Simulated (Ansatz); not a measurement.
The input (input.yaml):

```yaml
crystal:
  periodic: [false, false, false]
  atoms:
    - { symbol: Zn, position_ang: [-0.143072, 0.086957, 0.12806] }
    - { symbol: Cl, position_ang: [1.500245, -0.921955, -1.34611] }
    - { symbol: O, position_ang: [-1.566461, -0.765752, 0.705574] }
    - { symbol: H, position_ang: [1.405778, 0.500273, -0.709456] }
    - { symbol: H, position_ang: [0.92778, 1.318791, -0.068315] }
    - { symbol: H, position_ang: [-2.124272, -0.218314, 1.290346] }
basis:
  gaussian: { orbitals: def2-mTZVP }
hamiltonian:
  xc: lda
md:
  timestep: 0.5
  n_steps: 200
  ensemble: nve
  temperature: 300.0
  initial_velocities: maxwell_boltzmann
  seed: 8183
```

Run as:

```bash
$ ansatz run input.yaml --threads 2 --pin off --max-ram 3072MiB --backend cpu --events-out ev --progress --plain --runs-dir out
```

Hardware: 2 threads of Arm Neoverse V1 (shared host).

**Question.** Roughly how long does this run take, and how much memory?

**Answer.** 2.6 min, with a peak of 0.15 GiB, for 201 ionic steps.
